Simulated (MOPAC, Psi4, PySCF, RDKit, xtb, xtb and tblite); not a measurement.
Two geometries of SMILES C#CCCO, relaxed at GFN2-xTB with one dihedral held; other torsions can differ between them too.

Structure A

```
11

C     -2.2174     0.0218     0.4391
C     -1.1839    -0.3306    -0.0513
C      0.1089    -0.6731    -0.6094
C      1.2306     0.0512     0.1497
O      1.1275     1.4511     0.0652
H     -3.1426     0.2894     0.8547
H      0.2628    -1.7527    -0.5427
H      0.1329    -0.3803    -1.6634
H      1.2112    -0.2641     1.2050
H      2.2032    -0.2109    -0.2742
H      0.1944     1.6873     0.1399
```

Structure B

```
11

C     -2.2286    -0.0019     0.4519
C     -1.1939    -0.3331    -0.0505
C      0.1014    -0.6605    -0.6110
C      1.2223     0.0467     0.1693
O      1.1685     1.4446     0.0398
H     -3.1557     0.2528     0.8711
H      0.2554    -1.7414    -0.5689
H      0.1331    -0.3395    -1.6557
H      1.1747    -0.2482     1.2280
H      2.1940    -0.2498    -0.2333
H      0.3183     1.7476     0.3807
```

Problem. Which is lower in energy at the level DF-MP2 (frozen core)/cc-pVTZ // GFN2-xTB in Psi4, and by how much?

Solution. B is lower, by 1.49 kJ/mol (dihedral C3–C4–O5–H11: 40° in A, 60° in B).

E(B) − E(A) in kJ/mol at the other levels, on the same two geometries: GFN2-xTB (xtb and tblite) -1.06; MMFF94 // GFN2-xTB (RDKit) -2.33; B3LYP/def2-TZVP // GFN2-xTB (Psi4) -2.05; B3LYP-D3(BJ)/def2-TZVP // GFN2-xTB (Psi4) -1.80; PBE/def2-TZVP // GFN2-xTB (Psi4) -1.58; PBE-D3(BJ)/def2-TZVP // GFN2-xTB (Psi4) -1.44; HF/cc-pVTZ // GFN2-xTB (Psi4) -2.79; UFF // GFN2-xTB (RDKit) -7.92; PM3, restricted, heats of formation // GFN2-xTB (MOPAC) -1.42; AM1, restricted, heats of formation // GFN2-xTB (MOPAC) -1.33; GFN1-xTB // GFN2-xTB (xtb) -0.98; restricted B3LYP/6-31G*, spherical d // GFN2-xTB (PySCF) -1.78; restricted MP2 (frozen core)/3-21G // GFN2-xTB (PySCF) -2.22; restricted Hartree-Fock/STO-3G // GFN2-xTB (PySCF) -2.53; restricted MP2 (frozen core)/6-31G*, spherical d // GFN2-xTB (PySCF) -1.89.
